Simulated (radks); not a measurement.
Results of a calculation; reference values are marked as such.
Problem. The lithium ion Li+, [He]. Code: a radial shooting solver on a logarithmic mesh with Libxc functionals. Model: non-relativistic Kohn-Sham, r2SCAN, spin-polarised, spherical densities, point nucleus; meta-GGA in the generalised Kohn-Sham scheme. Every spin shell is full or empty, so the densities are truly spherical. Functionals are evaluated on that one density, not self-consistently. Rank these orbital-free kinetic functionals by their error against the exact value of the orbitals, and give that value: Thomas-Fermi, von Weizsacker, TF + vW, TF + vW/9, TF + vW/5, LC94, APBEK, revAPBEK, Thakkar, Pearson, PG1, DePristo-Kress, Ernzerhof.

Solution. Exact: 7.24545 hartree. From best to worst, with 100 (|E| - |E exact|)/|E exact| (equal figures are ties): von Weizsacker 0.00, APBEK +0.83, LC94 +0.94, Thakkar +1.20, DePristo-Kress +1.30, TF + vW/9 +1.33, revAPBEK +1.72, Pearson -3.56, Ernzerhof +4.89, Thomas-Fermi -9.78, TF + vW/5 +10.22, PG1 +53.15, TF + vW +90.22.
